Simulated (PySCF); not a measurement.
# Cs¹⁷⁺: ionisation energy

Cs¹⁷⁺ [Kr] 4d2 (3F) → Cs¹⁸⁺ [Kr] 4d1 (2D), as a difference of total energies. Calculation: PySCF 2.14, in an even-tempered Gaussian basis (20 s from 0.86 bohr⁻², ratio 2.5; 14 p from 1.1 bohr⁻², ratio 2.5; 10 d from 1.1 bohr⁻², ratio 2.5; 4 f from 4.6 bohr⁻², ratio 2.7; 4 g from 6.9 bohr⁻², ratio 2.7); the spin-free X2C one-electron Hamiltonian (Gaussian nucleus). The calculations carry no spin-orbit coupling.

| method | ionisation energy (eV) |
| --- | --- |
| UHF | 444.60 |
| MN15 | 445.43 |
| M06 | 445.07 |

Breit and QED terms and the two-electron picture change are absent.

The reference lies between the lowest fine-structure levels, while these numbers refer to the centres of the terms.

For comparison: 445 ± 3 eV (theoretical estimate listed by NIST; NIST Atomic Spectra Database, ionization energies).
